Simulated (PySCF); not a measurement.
## Computed data sheet: `[H]/N=C1\CCCC[C@@H]1F`

Species: C6H10FN.
Geometry (GFN2-xTB, Å), atoms numbered from 1 in this order:
```
atom  x, y, z in Å
N1    -1.0057    2.2757   -0.3335
C2    -0.6577    1.1649    0.1384
C3    -1.4103   -0.1329    0.1198
C4    -0.5968   -1.1566   -0.6819
C5     0.7940   -1.3185   -0.0770
C6     1.5326    0.0183   -0.0472
C7     0.7232    1.0515    0.7365
F8     0.6243    0.6362    2.0551
H9    -1.9322    2.2929   -0.7571
H10   -1.5230   -0.4870    1.1475
H11   -2.4026    0.0026   -0.3171
H12   -1.1188   -2.1151   -0.6850
H13   -0.5097   -0.8165   -1.7173
H14    1.3706   -2.0414   -0.6568
H15    0.7049   -1.6972    0.9434
H16    2.5094   -0.1001    0.4253
H17    1.6781    0.3980   -1.0599
H18    1.2111    2.0316    0.7552
```

Some functional groups and rings: imine and C–F bond.

From GFN2-xTB geometry:

```
Point group of the GFN2-xTB geometry                  : C1
Rotational constants A, B, C of the GFN2-xTB geometry : 2.541, 2.215, 1.583 GHz
```

From PBE0/def2-SVPD ground state and vertical TDDFT (core frozen in the response) (PySCF):

```
Dipole moment                                                     : 2.71 D
HOMO energy                                                       : -7.41 eV
LUMO energy                                                       : -0.29 eV
HOMO–LUMO gap                                                     : 7.12 eV
Lowest singlet excitation                                         : 5.15 eV (241 nm, f = 0.001)
Strongest line among the 8 lowest singlet transitions             : S4 at 7.41 eV (167 nm, f = 0.062)
Lowest triplet excitation (Tamm–Dancoff)                          : 4.34 eV
Static isotropic polarisability                                   : 75.8 au
Electronic spatial extent ⟨r²⟩ about the centre of nuclear charge : 878 bohr²
```

Monoisotopic mass (most abundant isotopes): 115.0797 u.

The principal polarisabilities are 64.6, 76.1 and 86.6 au; their mean is the isotropic value. With B = h/(8π²I), that is 505.379 GHz u Å² over I, the principal moments of inertia are 198.9, 228.1 and 319.3 u Å² (most abundant isotopes); the inertial defect Ic − Ia − Ib is -107.7 u Å² (zero for a rigid planar frame, negative otherwise). The dipole matches unit charges of opposite sign 0.56 Å apart (1 e·Å = 4.8032 D). No computed singlet falls in the visible range (750 to 380 nm, 1.65 to 3.26 eV); S1 lies 1.89 eV above its blue end. The vertical singlet–triplet gap S1 − T1 is 0.81 eV (TDDFT singlet less Tamm–Dancoff triplet; S1: HOMO→LUMO, weight 0.98; T1: HOMO→LUMO, weight 0.95). The rotational constants make it an asymmetric top with κ = (2B − A − C)/(A − C) = 0.32, nearer the oblate limit (+1).

Isolated species at its GFN2-xTB geometry (one conformer only).
